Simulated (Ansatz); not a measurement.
Frontier orbitals of CH₄AlClSi.

Cartesian coordinates in Å:
```
Cl -1.062 -1.671 0.422
C 0.246 -0.711 -0.509
Al -1.262 0.549 -0.427
Si 0.777 0.657 0.708
H 0.825 -1.418 -1.092
H -2.590 0.877 -1.204
H 1.846 1.438 0.022
H 1.219 0.279 2.080
```

Charge 0, multiplicity 1. The bonds changed during the relaxation, so this is another structure than the one it started from. The geometry is a stationary point of PBE0-D4/def2-TZVP. Basis def2-TZVPP, the Gaussian-basis code of Ansatz.

Orbital energies of one run (eV). Highest occupied ones, from the top: -5.33, -6.07, -7.82, -8.51, -8.64, -9.37, -10.05, -11.49, -12.79, -16.20, -21.80, -69.00, -69.08, -69.22. Empty: -1.88, -1.48, -1.04, -0.38, 0.55, 1.04.

(1) Which functional gave them?
A. ωB97M-V
B. LC-ωPBE
C. revPBE
D. CAM-B3LYP

Results:

(1) C. HOMO energies: revPBE -5.33, CAM-B3LYP -7.63, LC-ωPBE -8.88, ωB97M-V -8.39 eV.

LC-ωPBE has ω = 0.4 bohr⁻¹.
